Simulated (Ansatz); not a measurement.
Species: H6AlN3, SMILES `[NH2][Al]([NH2])[NH2]` (charge 0, multiplicity 1), formula H₆AlN₃.

Problem. How many basis functions does frozen-core CCSD(T)/cc-pVTZ // PBE-D3(BJ)/def2-TZVP run with Ansatz (a quantum-chemistry and plane-wave program) use, how many core orbitals are frozen, and how many electrons are correlated?

Solution. 208 basis functions and 8 frozen orbitals, which leaves 24 correlated electrons. Core time is of the order of minutes.
